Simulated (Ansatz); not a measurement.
`C/C=C/N` and `C/C=[CH]/[AlH2]` differ in one atom or group.

Ansatz, PBE0-D4/def2-TZVP geometries, multiplicity 1. Each molecule was computed in one conformer, which needn't be the lowest.

```json
{"property": "HOMO–LUMO gap (PBE/def2-TZVPP) / eV", "`C/C=C/N`": "4.77"}
{"property": "ideal-gas entropy at 298 K and 1 bar (rigid rotor, harmonic PBE0-D4/def2-TZVP) / J/(mol·K)", "`C/C=C/N`": "293"}
{"property": "size of the dipole moment (ωB97M-V/def2-TZVPP) / D", "`C/C=C/N`": "1.30"}
{"property": "HOMO energy (ωB97M-V/def2-TZVPP) / eV", "`C/C=C/N`": "-7.92"}
{"property": "HOMO energy (PBE/def2-TZVPP) / eV", "`C/C=C/N`": "-4.57"}
{"property": "HOMO energy (B3LYP/def2-TZVPP) / eV", "`C/C=C/N`": "-5.52"}
```

**Question.** Give the same properties after the change, and the shifts. (Best estimate.)

**Answer.** The calculation gave: 
```
                                                                                  property  `C/C=[CH]/[AlH2]`  shift
                                                       HOMO–LUMO gap (PBE/def2-TZVPP) / eV               4.33  -0.44
ideal-gas entropy at 298 K and 1 bar (rigid rotor, harmonic PBE0-D4/def2-TZVP) / J/(mol·K)                322     29
                                        size of the dipole moment (ωB97M-V/def2-TZVPP) / D               1.48   0.18
                                                     HOMO energy (ωB97M-V/def2-TZVPP) / eV              -9.86  -1.94
                                                         HOMO energy (PBE/def2-TZVPP) / eV              -6.60  -2.03
                                                       HOMO energy (B3LYP/def2-TZVPP) / eV              -7.42  -1.90
```

With PBE0 the HOMO falls by 1.95 eV and the LUMO falls by 2.64 eV, so the gap narrows by about 0.69 eV. PBE moves the HOMO by -2.03 eV and ωB97M-V by -1.94 eV. Dipoles are sizes alone; their direction can turn.

B3LYP here is the variant with VWN-RPA as its local correlation; programs differ in this.
